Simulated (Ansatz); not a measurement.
Basis sets compared for CoBr2. Charge 0, multiplicity 4. Geometry PBE0-D4/def2-TZVP. Ansatz on 2 threads of Arm Neoverse N1 on a shared host; times are rough, and most runs start from earlier orbitals.

```tsv
atom	x (Å)	y (Å)	z (Å)
Co1	0.000	0.000	0.000
Br2	-1.525	-0.164	-1.620
Br3	1.525	0.163	1.620
```

Binding counts from free atoms (Co quartet, Br doublet) in the same basis, without a counterpoise term.

```csv
level,functions,energy (Eh),HOMO (eV),LUMO (eV),binding per atom (eV),wall time
PBE-D4/def2-SVP,95,-6529.3688,-6.27,-5.46,2.65,20 s
PBE-D4/def2-TZVP (with forces),141,-6530.1965,-6.46,-5.94,2.46,41 s
r2SCAN-D4/def2-TZVP,141,-6531.1623,-7.07,-5.41,2.48,76 s
PBE0-D4/def2-SVP,95,-6529.5580,-8.42,-3.79,2.43,43 s
PBE0-D4/def2-TZVP (with forces),141,-6530.3771,-8.62,-4.02,2.38,94 s
```

Problem. Estimate the rows for PBE-D4/def2-TZVPD, r2SCAN-D4/def2-TZVPD, PBE0-D4/def2-TZVPD.

Solution. 
```
               level  functions  energy (Eh)  HOMO (eV)  LUMO (eV)  binding per atom (eV)  wall time
   PBE-D4/def2-TZVPD        162   -6530.1982      -6.50      -5.98                   2.46       27 s
r2SCAN-D4/def2-TZVPD        162   -6531.1635      -7.09      -5.44                   2.48       77 s
  PBE0-D4/def2-TZVPD        162   -6530.3786      -8.65      -4.05                   2.39       55 s
```
